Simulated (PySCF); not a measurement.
## Where the electron goes

Compound: C2H13NSi3.
Geometry (GFN2-xTB, Å), atoms numbered from 1 in this order:
```xyz
19
C2H13NSi3 angstrom
C     -1.0374    0.1767   -1.7140
N     -1.3947    0.3942   -0.3374
C     -1.9887   -0.7727    0.2595
Si    -0.4824    1.4950    0.6364
Si     1.6006    0.6982    1.2984
Si     2.4230   -1.0849    0.0660
H     -1.9198   -0.1331   -2.2814
H     -0.6561    1.1009   -2.1417
H     -0.2704   -0.6033   -1.8252
H     -1.2970   -1.6265    0.2767
H     -2.2879   -0.5483    1.2805
H     -2.8758   -1.0691   -0.3078
H     -1.3938    1.7774    1.7537
H     -0.3995    2.6929   -0.2099
H      1.5734    0.3084    2.7217
H      2.5933    1.7883    1.2811
H      2.7477   -0.6995   -1.3121
H      1.4289   -2.1607   -0.0528
H      3.6268   -1.7249    0.6009
```

Computed, not measured: PySCF 2.14.0, density-fitted response routines, TDDFT wB97X-D/def2-SVPD, vertical, gas phase, core orbitals frozen in the response.

Kohn–Sham orbitals with the atoms that hold most of them (Löwdin shares over 4%, at most four atoms; ? is withheld):

```
orbital  ε (eV)                               atoms
 LUMO+2    1.87   Si6 31%, Si5 20%, Si4 11%, H18 8%
 LUMO+1    1.52   Si5 33%, Si4 19%, Si6 12%, H15 9%
   LUMO    1.09                                   ?
   HOMO       ?       N2 50%, Si4 8%, Si5 8%, C3 7%
 HOMO-1  -10.16                                   ?
 HOMO-2  -10.90  Si5 27%, Si4 17%, H15 13%, Si6 11%
 HOMO-3  -11.14  Si5 22%, H16 17%, Si4 13%, Si6 10%
```

Question: Which atoms hold the HOMO-1, and with what shares?

Answer: Si5 (bonded to 2 Si and 2 H) 30%; Si6 (bonded to Si and 3 H) 28%; Si4 (bonded to N, Si and 2 H) 12%; H19 (bonded to Si) 4%. By element: silicon 71%, hydrogen 4% or more.

Question: Give the leading atoms of the LUMO.

Answer: Si4 (bonded to N, Si and 2 H) 25%; Si5 (bonded to 2 Si and 2 H) 23%; Si6 (bonded to Si and 3 H) 17%; H19 (bonded to Si) 8%. By element: silicon 65%, hydrogen 8% or more.

Question: What is the HOMO energy, and the HOMO–LUMO gap?

Answer: ε(HOMO) = -8.04 eV; the gap is 9.13 eV (0.3356 hartree).

Question: The HOMO–LUMO gap is 9.13 eV. Where does the response calculation put the lowest singlet, and from which orbitals?

Answer: S1 is at 4.95 eV (f = 0.018), 4.18 eV below the gap, made of HOMO→LUMO (92%). Without the coupling terms of the response equations the lowest excitation would equal the gap.

Question: Give energy, strength and leading configuration of S1 and S2, and follow the Löwdin shares of the leading atoms from the occupied to the empty orbital.

Answer: 
- S1 (4.95 eV, f 0.018), HOMO→LUMO (92%): N2 50% → at most 8%, Si4 8% → 25%, Si5 8% → 23%
- S2 (5.32 eV, f 0.0051), HOMO→LUMO+1 (92%): N2 50% → at most 10%, Si4 8% → 19%, Si5 8% → 33%

Löwdin shares depend on the basis, the more so with diffuse functions.

One conformer stands for the species.
